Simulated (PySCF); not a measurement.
ClSn (SMILES [Cl][Sn+]), charge +1, singlet, geometry from GFN2-xTB (such geometries of metal compounds can be far from the true shape) (core potentials on Sn); PySCF with DF-B3LYP5/def2-SVP.

The PySCF input:
```python
from pyscf import gto, scf, dft

mol = gto.M(
    atom='''
Sn   -0.00000000   -0.00000000   -0.58286497
Cl    0.00000000    0.00000000    1.71430873
''',
    basis='def2-svp',
    ecp={'Sn': 'def2-svp'},
    charge=1,
    verbose=4,
)

mf = dft.RKS(mol)
mf.xc = 'b3lyp5'
mf = mf.density_fit(auxbasis='def2-universal-jkfit')
mf.kernel()
```

Question: Predict the main parts of the log of this PySCF run.

Answer: 
```
PySCF version 2.14.0

[INPUT] verbose = 4
[INPUT] num. atoms = 2
[INPUT] num. electrons = 38
[INPUT] charge = 1
[INPUT] spin (= nelec alpha-beta = 2S) = 0
[INPUT] symmetry False subgroup None
[INPUT] Mole.unit = angstrom
[INPUT] Symbol           X                Y                Z      unit          X                Y                Z       unit  Magmom
[INPUT]  1 Sn     0.000000000000   0.000000000000  -0.582864970000 AA    0.000000000000   0.000000000000  -1.101455160903 Bohr   0.0
[INPUT]  2 Cl     0.000000000000   0.000000000000   1.714308730000 AA    0.000000000000   0.000000000000   3.239573992651 Bohr   0.0

nuclear repulsion = 86.1546851611961
number of shells = 18
number of NR pGTOs = 97
number of NR cGTOs = 44
basis = def2-svp
ecp = {'Sn': 'def2-svp'}

******** <class 'pyscf.df.df_jk.DFRKS'> ********
method = DFRKS
initial guess = minao
damping factor = 0
level_shift factor = 0
DIIS = <class 'pyscf.scf.diis.CDIIS'>
diis_start_cycle = 1
diis_space = 8
diis_damp = 0
SCF conv_tol = 1e-09
SCF conv_tol_grad = None
SCF max_cycles = 50
direct_scf = False
XC library pyscf.dft.libxc version 7.1.2
    S. Lehtola, C. Steigemann, M. J. T. Oliveira, and M. A. L. Marques,  SoftwareX 7, 1–5 (2018)
XC functionals = b3lyp5
    P. A. M. Dirac,  Math. Proc. Cambridge Philos. Soc. 26, 376 (1930)
    F. Bloch,  Z. Phys. 57, 545 (1929)
    A. D. Becke,  Phys. Rev. A 38, 3098 (1988)
    C. Lee, W. Yang, and R. G. Parr,  Phys. Rev. B 37, 785 (1988)
    B. Miehlich, A. Savin, H. Stoll, and H. Preuss,  Chem. Phys. Lett. 157, 200 (1989)
    S. H. Vosko, L. Wilk, and M. Nusair,  Can. J. Phys. 58, 1200 (1980)
radial grids:
    Treutler-Ahlrichs [JCP 102, 346 (1995); DOI:10.1063/1.469408] (M4) radial grids

becke partition: Becke, JCP 88, 2547 (1988); DOI:10.1063/1.454033
pruning grids: <function nwchem_prune>
grids dens level: 3
symmetrized grids: False
atomic radii adjust function: <function treutler_atomic_radii_adjust>
small_rho_cutoff = 0
Set gradient conv threshold to 3.16228e-05
Initial guess from minao.
tot grids = 40840
******** <class 'pyscf.df.df.DF'> ********
auxbasis = def2-universal-jkfit
init E= -651.827135937407
  HOMO = -0.792818244137844  LUMO = -0.677370638799109  gap/eV = 3.14149
cycle= 1 E= -670.860260257934  delta_E=  -19  |g|= 3.29  |ddm|= 7.15
  HOMO = -0.361532496184494  LUMO = -0.246073734780163  gap/eV = 3.14179
cycle= 2 E= -607.405243432811  delta_E= 63.5  |g|=   16  |ddm|= 15.4
  HOMO = -0.36970434782264  LUMO = -0.182202950057963  gap/eV = 5.10217
cycle= 3 E= -672.794271380511  delta_E= -65.4  |g|= 1.97  |ddm|= 13.2
  HOMO = -0.477803507771118  LUMO = -0.287810089305811  gap/eV = 5.16998
cycle= 4 E= -674.036445158376  delta_E= -1.24  |g|= 0.373  |ddm|= 3.09
  HOMO = -0.563351889477522  LUMO = -0.345998371804095  gap/eV = 5.91449
cycle= 5 E= -674.05417075446  delta_E= -0.0177  |g|= 0.19  |ddm|= 0.801
  HOMO = -0.533833363523728  LUMO = -0.343174136347387  gap/eV = 5.18810
cycle= 6 E= -674.065673623384  delta_E= -0.0115  |g|= 0.0439  |ddm|= 0.294
  HOMO = -0.540697254084141  LUMO = -0.340815931979765  gap/eV = 5.43905
cycle= 7 E= -674.066362043425  delta_E= -0.000688  |g|= 0.00607  |ddm|= 0.0488
  HOMO = -0.541355257970815  LUMO = -0.340221494314034  gap/eV = 5.47313
cycle= 8 E= -674.066378740877  delta_E= -1.67e-05  |g|= 0.000725  |ddm|= 0.00919
  HOMO = -0.541482031654313  LUMO = -0.34021215560338  gap/eV = 5.47683
cycle= 9 E= -674.066378901756  delta_E= -1.61e-07  |g|= 0.000191  |ddm|= 0.000998
  HOMO = -0.541448251807231  LUMO = -0.340204630124064  gap/eV = 5.47612
cycle= 10 E= -674.066378914673  delta_E= -1.29e-08  |g|= 3.99e-05  |ddm|= 0.00033
  HOMO = -0.541444434487641  LUMO = -0.340208112386161  gap/eV = 5.47592
cycle= 11 E= -674.066378915256  delta_E= -5.83e-10  |g|= 3.53e-06  |ddm|= 5.34e-05
  HOMO = -0.541442989353367  LUMO = -0.340208540842604  gap/eV = 5.47587
Extra cycle  E= -674.066378915244  delta_E= 1.18e-11  |g|= 6.83e-06  |ddm|= 1.36e-05
converged SCF energy = -674.066378915244
```
